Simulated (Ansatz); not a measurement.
Ansatz results at the PBE0-D4/def2-TZVP geometry: size of the dipole moment (PBE/def2-TZVPP) 2.20 D; HOMO energy (ωB97M-V/def2-TZVPP) -9.20 eV; HOMO–LUMO gap (PBE0/def2-TZVPP) 6.28 eV.

Each molecule was computed in one conformer, which needn't be the lowest.

(1) Which molecule gave them?
A. `[F][Al]([F])[Br]`
B. `C=C[CH2][AlH][F]`
C. `[SiH3][O][Al]([Cl])[Br]`
D. `[F][AlH2]`

## Answers

(1) B. The others give `[F][AlH2]`: 1.26, -11.01, 7.42; `[F][Al]([F])[Br]`: 0.67, -11.48, 7.78; `[SiH3][O][Al]([Cl])[Br]`: 0.76, -10.99, 7.57.
